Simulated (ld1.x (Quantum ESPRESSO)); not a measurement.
u(r) = r·R(r): atom against pseudo-atom (chromium)

Columns: radius, all-electron u(r) and pseudo u(r) of the 3d shell (level -1.34 eV) of chromium in the configuration [Ne] 3s2 3p6 3d6 4s0 4p0; PBE, non-relativistic, TM scheme, ld1.x (Quantum ESPRESSO) 7.5.

| r (bohr) | all-electron | pseudo |
| --- | --- | --- |
| 0.078 | 0.0232 | 0.0051 |
| 0.155 | 0.1098 | 0.0377 |
| 0.232 | 0.2333 | 0.1146 |
| 0.310 | 0.3640 | 0.2372 |
| 0.388 | 0.4811 | 0.3866 |
| 0.465 | 0.5757 | 0.5334 |
| 0.542 | 0.6481 | 0.6546 |
| 0.620 | 0.7000 | 0.7370 |
| 0.698 | 0.7326 | 0.7785 |
| 0.775 | 0.7494 | 0.7885 |
| 0.852 | 0.7541 | 0.7798 |
| 0.930 | 0.7498 | 0.7625 |
| 1.008 | 0.7387 | 0.7432 |
| 1.085 | 0.7234 | 0.7242 |
| 1.162 | 0.7050 | 0.7051 |
| 1.240 | 0.6845 | 0.6845 |
| 1.318 | 0.6630 | 0.6630 |
| 1.395 | 0.6413 | 0.6413 |
| 1.472 | 0.6196 | 0.6196 |
| 1.550 | 0.5980 | 0.5980 |
| 1.628 | 0.5768 | 0.5768 |
| 1.705 | 0.5566 | 0.5566 |
| 1.782 | 0.5371 | 0.5371 |
| 1.860 | 0.5180 | 0.5180 |
| 1.938 | 0.4998 | 0.4998 |
| 2.015 | 0.4826 | 0.4826 |

(1) How many radial nodes do the two functions have?

(2) At about which radius was the pseudo-wave matched?

(3) Where does each function peak?

(4) Is the pseudo-wave norm-conserving?

Results:

(1) The all-electron 3d function has n − l − 1 = 0; the pseudo-wave has 0.

(2) 1.25 bohr. The columns agree to 0.0005 from 1.16 bohr on; several derivatives are matched, so the curves merge somewhat inside the radius.

(3) Outermost all-electron maximum near 0.85 bohr, pseudo maximum near 0.78 bohr (to the table’s step).

(4) Yes: the TM scheme keeps the norm inside the radius equal to the all-electron one, which fixes the energy derivative of the logarithmic derivative at the level.
